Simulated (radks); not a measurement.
Neutral krypton inside a hard spherical wall (all orbitals vanish at R), configuration held at [Kr] and not refilled when levels cross. All-electron calculation, non-relativistic Kohn-Sham, LDA (Slater exchange, Perdew-Wang correlation), spin-polarised, spherical densities, point nucleus. Program: a radial shooting solver on a logarithmic mesh with Libxc functionals. Eigenvalues in eV for spin up, with the zero of energy where the potential of the charges vanishes at infinity; a dash marks a level that is unbound or too diffuse for the functional's potential to be trusted. A positive occupied level is held by the wall or, in an anion where self-interaction has pushed it up, behind a barrier. The pressure on the wall is -dE/dV.

R (bohr)  E (hartree)  kinetic (hartree)    e(3p)    e(3d)    e(4s)   e(4p)  e(5s, empty)  e(5p, empty)  pressure (GPa)
free      -2750.13331           2747.811  -192.83  -83.646  -22.326  -9.422        -0.376             -               0
20        -2750.13331           2747.811  -192.83  -83.646  -22.326  -9.422        -0.367         0.486        < 0.0001
12        -2750.13331           2747.811  -192.83  -83.646  -22.326  -9.422        -0.203         1.210        < 0.0001
10        -2750.13330           2747.811  -192.83  -83.645  -22.325  -9.421         0.041         1.827        0.000341
7         -2750.13199           2747.824  -192.75  -83.561  -22.257  -9.355         1.662         4.801           0.105
6         -2750.12630           2747.873  -192.50  -83.313  -22.061  -9.159         3.526         7.670           0.762
5         -2750.09568           2748.089  -191.59  -82.409  -21.376  -8.443         7.834        13.635            5.98
4         -2749.92192           2749.081  -188.42  -79.255  -19.046  -5.860        19.275        27.862            54.6
2.5       -2746.62051           2762.089  -165.06  -56.147    1.794  18.460        103.53        119.92            2670
2         -2739.91703           2783.760  -141.58  -32.860   32.630  53.412        210.23        229.76           13500
